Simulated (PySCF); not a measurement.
C4, SMILES [C]1[C+]2[C][C-]12 (connectivity only; charge and spin as stated), neutral, multiplicity 1.

The structure is a stationary point at B3LYP-D3(BJ)/def2-TZVP.

Two levels are set side by side: TDA-PBE/def2-SVPD (PySCF) and ADC(2)/aug-cc-pVDZ (PySCF). Vertical, same geometry; the bases differ. Differences are taken from unrounded values.

| quantity | TDA-PBE |
|---|---|
| lowest singlet excitation (eV) | 1.55 |

Question: These are the TDA-PBE values. What does ADC(2) give? (An estimate is asked for; the answer gives what the named calculation found.)

Answer: 
```tsv
quantity	ADC(2)	TDA-PBE minus ADC(2)
lowest singlet excitation (eV)	2.20	-0.64
```

Functionals without exact exchange tend to place singlet excitations lower, as here. Differences between two approximate levels are no errors against the true value.

Rough cost on one machine, each run with all the roots and properties that it gave: ADC(2) against TDA-PBE about 7 times.
